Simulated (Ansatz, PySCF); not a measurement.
Gas-phase reaction (SMILES): [AlH2][Cl] + O (H2O) -> [OH][AlH2] + Cl (HCl); water cleaves one Al-Cl bond, a model of a ligand-exchange step.

Structures are relaxed separately at B3LYP-D3(BJ)/def2-TZVP in Ansatz (a quantum-chemistry and plane-wave program), one conformer each, not searched for the lowest. Valence correlation only, unless marked. Spin-orbit coupling is left out. No relativistic terms. CBS(X,Y): correlation extrapolated as X^-3; Hartree-Fock from the larger set (for Q and 5 zeta extrapolated as (X+1)exp(-9√X)). Thermal terms are rigid-rotor harmonic-oscillator values from B3LYP-D3(BJ) frequencies (Ansatz or PySCF) at 298.15 K and 1 atm. 1 Eh = 627.5095 kcal/mol.

| species | E, CCSD(T)/CBS(cc-pV(Q+d)Z,cc-pV(5+d)Z) (Ansatz) (Eh) | E, PBE0-D4/def2-TZVPD (Ansatz + dftd4) (Eh) | H - E (Eh) | G - E (Eh) |
|---|---|---|---|---|
| [AlH2][Cl] | -703.03884 | -703.63426 | 0.01898 | -0.00978 |
| O (H2O) | -76.37670 | -76.38102 | 0.02495 | 0.00353 |
| [OH][AlH2] | -319.02646 | -319.33669 | 0.03129 | 0.00261 |
| Cl (HCl) | -460.37772 | -460.66608 | 0.01000 | -0.01120 |

Q: Work out ΔE and ΔH, ΔG, ΔS and the equilibrium constant at 298.15 K at the first level, then ΔH at the second.

A: 
1. ΔE = [(-319.02646) + (-460.37772)] - [(-703.03884) + (-76.37670)] = 0.01136 Eh = 7.1 kcal/mol at CCSD(T)/CBS(cc-pV(Q+d)Z,cc-pV(5+d)Z).
2. The terms H - E add up to -0.00264 Eh, so ΔH = (0.01136 + (-0.00264))×627.5095 = 5.5 kcal/mol.
3. The terms G - E add up to -0.00234 Eh, so ΔG = 5.7 kcal/mol, and ΔS = (-0.00264 - (-0.00234))×627509.5/298.15 = -0.6 cal/(mol K).
4. log10 K = -ΔG/(RT ln 10) = -4.2, with RT ln 10 = 1.3642 kcal/mol.
5. At PBE0-D4/def2-TZVPD the same steps give ΔE = 7.9 and ΔH = 6.2 kcal/mol, a shift of +0.7 from the first level.
6. These values are not checked against measurement here, since the tables used lack a sound gas-phase enthalpy of formation for at least one species.
